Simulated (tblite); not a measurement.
Record of a relaxation.

Compound: C₆H₉FO.
Numbering: `[CH3:1]/[CH:2]=[C:3](\[CH2:4][CH3:5])[C:6](=[O:7])[F:8]` (hydrogens: H9, H10, H11 on C1; H12 on C2; H13, H14 on C4; H15, H16, H17 on C5)

Computed with GFN2-xTB (tblite), gas phase: L-BFGS steps from a force-field or distance-geometry start until the largest atomic force falls under 0.01 eV/Å. 6 of its 178 geometries are shown.

Step 0: E = -712.7631 eV, largest atomic force 3.684 eV/Å
```
atom  x, y, z in Å  |  force x, y, z in eV/Å
C1      2.058   -0.810    0.102    0.683   0.259   1.266
C2      1.365    0.526    0.039    3.596  -0.180   0.778
C3      0.107    0.635   -0.224   -1.927   1.435  -0.425
C4     -0.689   -0.568   -0.500   -1.931  -0.295  -1.487
C5     -1.837   -0.729    0.515   -0.043  -0.491   0.089
C6     -0.569    1.955   -0.281   -3.600   0.112  -0.751
O7     -1.770    2.108   -0.540    3.495  -0.226   0.715
F8      0.166    3.095   -0.029   -0.125  -1.095  -0.112
H9      3.045   -0.630    0.583   -0.425  -0.325  -0.529
H10     1.515   -1.500    0.798    0.370   0.474  -0.854
H11     2.202   -1.252   -0.891   -0.111   0.091   0.422
H12     1.988    1.403    0.254   -0.239  -0.347  -0.136
H13    -1.201   -0.389   -1.474    0.399  -0.144   0.246
H14    -0.109   -1.499   -0.630   -0.197   0.727   0.272
H15    -1.711   -1.728    0.961   -0.475   0.473   0.080
H16    -2.831   -0.646    0.015    0.827  -0.071   0.625
H17    -1.737    0.041    1.292   -0.300  -0.397  -0.199
```

Step 35: E = -713.3080 eV, largest atomic force 0.031 eV/Å
```
atom  x, y, z in Å  |  force x, y, z in eV/Å
C1      2.158   -0.761    0.171   -0.021   0.017  -0.008
C2      1.386    0.509    0.072   -0.013   0.006   0.000
C3      0.090    0.610   -0.257   -0.009  -0.014  -0.015
C4     -0.823   -0.543   -0.575   -0.002  -0.012  -0.007
C5     -1.873   -0.764    0.530    0.014  -0.011   0.018
C6     -0.566    1.914   -0.336    0.007  -0.016  -0.004
O7     -1.682    2.172   -0.643    0.022   0.009  -0.005
F8      0.273    2.954   -0.005   -0.003  -0.011   0.004
H9      3.144   -0.579    0.589   -0.029  -0.010   0.005
H10     1.639   -1.491    0.791   -0.005   0.025   0.004
H11     2.284   -1.204   -0.818   -0.002   0.014  -0.003
H12     1.938    1.417    0.275    0.005  -0.013   0.004
H13    -1.334   -0.320   -1.513    0.012   0.022  -0.007
H14    -0.234   -1.446   -0.721    0.008   0.000  -0.013
H15    -1.764   -1.750    0.973   -0.001  -0.024   0.017
H16    -2.880   -0.677    0.135    0.020   0.006   0.002
H17    -1.763   -0.028    1.322   -0.003   0.014   0.010
```

Step 71: E = -713.3373 eV, largest atomic force 0.136 eV/Å
```
atom  x, y, z in Å  |  force x, y, z in eV/Å
C1      1.982   -0.807    0.300   -0.021   0.007  -0.023
C2      1.330    0.506    0.041    0.021  -0.040   0.114
C3      0.062    0.675   -0.360    0.013  -0.021  -0.069
C4     -0.918   -0.426   -0.673    0.011  -0.010  -0.029
C5     -1.627   -0.904    0.605    0.014  -0.012   0.026
C6     -0.510    2.011   -0.501   -0.054   0.058  -0.024
O7     -1.569    2.329   -0.932    0.074   0.005   0.018
F8      0.320    3.000   -0.032    0.039   0.004  -0.026
H9      2.844   -0.681    0.954   -0.075  -0.020  -0.056
H10     1.279   -1.500    0.760    0.057   0.011  -0.043
H11     2.331   -1.255   -0.633   -0.032   0.057   0.031
H12     1.942    1.382    0.216   -0.010  -0.015  -0.004
H13    -1.651   -0.007   -1.367    0.009  -0.086   0.050
H14    -0.411   -1.257   -1.168   -0.031   0.052   0.040
H15    -1.185   -1.824    0.984    0.010   0.094   0.017
H16    -2.683   -1.093    0.425    0.073   0.007  -0.036
H17    -1.544   -0.136    1.373   -0.099  -0.092   0.014
```

Step 106: E = -713.4308 eV, largest atomic force 0.179 eV/Å
```
atom  x, y, z in Å  |  force x, y, z in eV/Å
C1      2.013   -0.852    0.185    0.031   0.002  -0.011
C2      1.354    0.474    0.056   -0.026  -0.005   0.002
C3      0.077    0.673   -0.306   -0.065  -0.030   0.031
C4     -0.908   -0.424   -0.626    0.004  -0.033  -0.011
C5     -1.732   -0.835    0.601    0.122   0.095   0.042
C6     -0.480    2.023   -0.361   -0.096  -0.022   0.000
O7     -1.608    2.367   -0.501    0.119  -0.065  -0.021
F8      0.480    2.998   -0.224    0.012   0.001   0.027
H9      2.812   -0.812    0.922   -0.034   0.010  -0.002
H10     1.306   -1.628    0.462    0.006  -0.031   0.004
H11     2.463   -1.127   -0.771    0.000   0.000  -0.001
H12     1.986    1.326    0.270   -0.052   0.011  -0.035
H13    -1.595   -0.067   -1.398    0.053   0.021   0.053
H14    -0.377   -1.294   -1.022   -0.026   0.080   0.033
H15    -1.085   -1.168    1.414   -0.037   0.039  -0.090
H16    -2.394   -1.654    0.331   -0.047   0.085   0.055
H17    -2.320    0.012    0.958    0.036  -0.157  -0.077
```

Step 142: E = -713.4443 eV, largest atomic force 0.041 eV/Å
```
atom  x, y, z in Å  |  force x, y, z in eV/Å
C1      2.005   -0.859    0.180    0.013  -0.017  -0.004
C2      1.341    0.461    0.030    0.018  -0.002  -0.005
C3      0.062    0.667   -0.315   -0.001   0.005   0.000
C4     -0.937   -0.418   -0.618   -0.005  -0.004  -0.019
C5     -1.701   -0.836    0.639    0.020   0.004   0.002
C6     -0.474    2.022   -0.410   -0.011   0.018  -0.014
O7     -1.554    2.378   -0.747    0.017  -0.011   0.012
F8      0.439    2.986   -0.048   -0.012  -0.038  -0.010
H9      2.709   -0.827    1.010   -0.016  -0.004  -0.001
H10     1.295   -1.663    0.343    0.003   0.008  -0.007
H11     2.579   -1.083   -0.722   -0.003   0.022   0.006
H12     1.979    1.318    0.202    0.003   0.011   0.021
H13    -1.647   -0.035   -1.352   -0.006  -0.001   0.008
H14    -0.428   -1.280   -1.051   -0.007   0.004   0.010
H15    -1.015   -1.179    1.411    0.006  -0.007   0.009
H16    -2.390   -1.644    0.405   -0.015   0.017   0.007
H17    -2.269    0.003    1.033   -0.001  -0.005  -0.015
```

Step 177: E = -713.4535 eV, largest atomic force 0.008 eV/Å
```
atom  x, y, z in Å  |  force x, y, z in eV/Å
C1      1.988   -0.865    0.168    0.006  -0.001  -0.002
C2      1.326    0.451   -0.006    0.004   0.001  -0.006
C3      0.049    0.665   -0.352    0.000  -0.003  -0.001
C4     -0.977   -0.406   -0.611   -0.006  -0.002   0.000
C5     -1.647   -0.844    0.692    0.002  -0.003  -0.004
C6     -0.469    2.026   -0.464   -0.001  -0.003   0.003
O7     -1.556    2.391   -0.764   -0.004   0.005  -0.002
F8      0.476    2.982   -0.172   -0.002   0.000  -0.001
H9      2.327   -0.964    1.199   -0.004   0.002  -0.004
H10     1.333   -1.698   -0.068    0.004   0.003   0.002
H11     2.874   -0.914   -0.465   -0.006  -0.001   0.004
H12     1.968    1.305    0.170    0.006  -0.003   0.005
H13    -1.737   -0.002   -1.282    0.002   0.001   0.003
H14    -0.513   -1.264   -1.098   -0.001   0.004   0.005
H15    -0.913   -1.240    1.390   -0.001   0.002  -0.002
H16    -2.388   -1.614    0.492    0.000   0.002   0.001
H17    -2.147    0.002    1.159    0.002  -0.003  -0.003
```

Q: Summarise the path.

A: The energy falls by 66.61 kJ/mol from step 0 to step 177; nine tenths of that is first reached at step 85. It rises by more than 0.2 meV at steps 54, 68, 149 and 156. The largest force goes from 3.684 to 0.008 eV/Å. Among the bonds C6=O7 changes most (a near tie, within 0.001 Å, with another), from 1.238 to 1.186 Å; the atoms move by 0.628 Å rms after alignment.

Q: Follow the three bonds and two angles with the largest change from start to end.

A: 
```json
{"step": "0", "E above end (kJ/mol)": "66.61", "largest force (eV/Å)": "3.684", "C6=O7 (Å)": "1.238", "C2=C3 (Å)": "1.289", "C1–H10 (Å)": "1.121", "C3–C6–F8 (°)": "119.0", "C2–C3–C4 (°)": "119.8"}
{"step": "8", "E above end (kJ/mol)": "17.96", "largest force (eV/Å)": "0.153", "C6=O7 (Å)": "1.186", "C2=C3 (Å)": "1.341", "C1–H10 (Å)": "1.091", "C3–C6–F8 (°)": "112.7", "C2–C3–C4 (°)": "122.6"}
{"step": "15", "E above end (kJ/mol)": "15.28", "largest force (eV/Å)": "0.143", "C6=O7 (Å)": "1.185", "C2=C3 (Å)": "1.340", "C1–H10 (Å)": "1.089", "C3–C6–F8 (°)": "113.1", "C2–C3–C4 (°)": "125.0"}
{"step": "23", "E above end (kJ/mol)": "14.25", "largest force (eV/Å)": "0.049", "C6=O7 (Å)": "1.185", "C2=C3 (Å)": "1.340", "C1–H10 (Å)": "1.088", "C3–C6–F8 (°)": "112.5", "C2–C3–C4 (°)": "125.5"}
{"step": "31", "E above end (kJ/mol)": "14.11", "largest force (eV/Å)": "0.029", "C6=O7 (Å)": "1.185", "C2=C3 (Å)": "1.340", "C1–H10 (Å)": "1.088", "C3–C6–F8 (°)": "112.8", "C2–C3–C4 (°)": "125.4"}
{"step": "38", "E above end (kJ/mol)": "13.94", "largest force (eV/Å)": "0.044", "C6=O7 (Å)": "1.185", "C2=C3 (Å)": "1.341", "C1–H10 (Å)": "1.088", "C3–C6–F8 (°)": "112.7", "C2–C3–C4 (°)": "125.6"}
{"step": "46", "E above end (kJ/mol)": "13.70", "largest force (eV/Å)": "0.044", "C6=O7 (Å)": "1.185", "C2=C3 (Å)": "1.340", "C1–H10 (Å)": "1.088", "C3–C6–F8 (°)": "112.7", "C2–C3–C4 (°)": "125.7"}
{"step": "54", "E above end (kJ/mol)": "13.40", "largest force (eV/Å)": "0.323", "C6=O7 (Å)": "1.188", "C2=C3 (Å)": "1.341", "C1–H10 (Å)": "1.087", "C3–C6–F8 (°)": "112.4", "C2–C3–C4 (°)": "125.0"}
{"step": "62", "E above end (kJ/mol)": "13.06", "largest force (eV/Å)": "0.050", "C6=O7 (Å)": "1.185", "C2=C3 (Å)": "1.340", "C1–H10 (Å)": "1.087", "C3–C6–F8 (°)": "112.5", "C2–C3–C4 (°)": "124.9"}
{"step": "69", "E above end (kJ/mol)": "11.64", "largest force (eV/Å)": "0.106", "C6=O7 (Å)": "1.185", "C2=C3 (Å)": "1.340", "C1–H10 (Å)": "1.087", "C3–C6–F8 (°)": "112.5", "C2–C3–C4 (°)": "125.6"}
{"step": "77", "E above end (kJ/mol)": "9.97", "largest force (eV/Å)": "0.128", "C6=O7 (Å)": "1.185", "C2=C3 (Å)": "1.341", "C1–H10 (Å)": "1.086", "C3–C6–F8 (°)": "112.8", "C2–C3–C4 (°)": "125.6"}
{"step": "85", "E above end (kJ/mol)": "6.54", "largest force (eV/Å)": "0.268", "C6=O7 (Å)": "1.183", "C2=C3 (Å)": "1.340", "C1–H10 (Å)": "1.085", "C3–C6–F8 (°)": "112.7", "C2–C3–C4 (°)": "125.5"}
{"step": "92", "E above end (kJ/mol)": "5.44", "largest force (eV/Å)": "0.063", "C6=O7 (Å)": "1.185", "C2=C3 (Å)": "1.341", "C1–H10 (Å)": "1.084", "C3–C6–F8 (°)": "112.6", "C2–C3–C4 (°)": "125.1"}
{"step": "100", "E above end (kJ/mol)": "3.44", "largest force (eV/Å)": "0.128", "C6=O7 (Å)": "1.185", "C2=C3 (Å)": "1.341", "C1–H10 (Å)": "1.084", "C3–C6–F8 (°)": "113.2", "C2–C3–C4 (°)": "124.7"}
{"step": "108", "E above end (kJ/mol)": "1.83", "largest force (eV/Å)": "0.119", "C6=O7 (Å)": "1.185", "C2=C3 (Å)": "1.341", "C1–H10 (Å)": "1.085", "C3–C6–F8 (°)": "112.7", "C2–C3–C4 (°)": "124.8"}
{"step": "115", "E above end (kJ/mol)": "1.34", "largest force (eV/Å)": "0.041", "C6=O7 (Å)": "1.186", "C2=C3 (Å)": "1.340", "C1–H10 (Å)": "1.086", "C3–C6–F8 (°)": "112.8", "C2–C3–C4 (°)": "124.8"}
{"step": "123", "E above end (kJ/mol)": "1.11", "largest force (eV/Å)": "0.020", "C6=O7 (Å)": "1.186", "C2=C3 (Å)": "1.341", "C1–H10 (Å)": "1.086", "C3–C6–F8 (°)": "112.8", "C2–C3–C4 (°)": "125.0"}
{"step": "131", "E above end (kJ/mol)": "1.00", "largest force (eV/Å)": "0.019", "C6=O7 (Å)": "1.186", "C2=C3 (Å)": "1.340", "C1–H10 (Å)": "1.086", "C3–C6–F8 (°)": "112.8", "C2–C3–C4 (°)": "125.2"}
{"step": "139", "E above end (kJ/mol)": "0.95", "largest force (eV/Å)": "0.031", "C6=O7 (Å)": "1.186", "C2=C3 (Å)": "1.340", "C1–H10 (Å)": "1.086", "C3–C6–F8 (°)": "112.8", "C2–C3–C4 (°)": "125.1"}
{"step": "146", "E above end (kJ/mol)": "0.81", "largest force (eV/Å)": "0.027", "C6=O7 (Å)": "1.186", "C2=C3 (Å)": "1.341", "C1–H10 (Å)": "1.085", "C3–C6–F8 (°)": "112.6", "C2–C3–C4 (°)": "125.1"}
{"step": "154", "E above end (kJ/mol)": "0.50", "largest force (eV/Å)": "0.073", "C6=O7 (Å)": "1.186", "C2=C3 (Å)": "1.341", "C1–H10 (Å)": "1.085", "C3–C6–F8 (°)": "113.0", "C2–C3–C4 (°)": "125.5"}
{"step": "162", "E above end (kJ/mol)": "0.11", "largest force (eV/Å)": "0.040", "C6=O7 (Å)": "1.186", "C2=C3 (Å)": "1.341", "C1–H10 (Å)": "1.086", "C3–C6–F8 (°)": "112.8", "C2–C3–C4 (°)": "125.5"}
{"step": "169", "E above end (kJ/mol)": "0.05", "largest force (eV/Å)": "0.021", "C6=O7 (Å)": "1.186", "C2=C3 (Å)": "1.340", "C1–H10 (Å)": "1.085", "C3–C6–F8 (°)": "112.8", "C2–C3–C4 (°)": "125.6"}
{"step": "177", "E above end (kJ/mol)": "0.00", "largest force (eV/Å)": "0.008", "C6=O7 (Å)": "1.186", "C2=C3 (Å)": "1.341", "C1–H10 (Å)": "1.085", "C3–C6–F8 (°)": "112.8", "C2–C3–C4 (°)": "125.5"}
```

The cost below is that of the whole relaxation. Hardware: an Arm Neoverse V1 with one thread, no GPU, shared host. Cost: 0.98 s of wall time.
